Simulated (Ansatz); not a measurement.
Ansatz results at the PBE0-D4/def2-TZVP geometry: LUMO energy (B3LYP/def2-TZVPP) 0.27 eV; LUMO energy (PBE/def2-TZVPP) -0.24 eV; HOMO–LUMO gap (B3LYP/def2-TZVPP) 6.71 eV.

Each molecule was computed in one conformer, which needn't be the lowest.

Which molecule gave them?
A. `N=C1C=CS1`
B. `N[CH2][GeH2][NH2]`
C. `OC1(F)BS1`
D. `C=N[SiH2][AlH][SiH3]`

B. The others give `OC1(F)BS1`: -1.86, -2.60, 5.69; `C=N[SiH2][AlH][SiH3]`: -2.51, -3.11, 4.41; `N=C1C=CS1`: -1.88, -2.67, 4.54.

B3LYP here is the variant with VWN-RPA as its local correlation; programs differ in this.
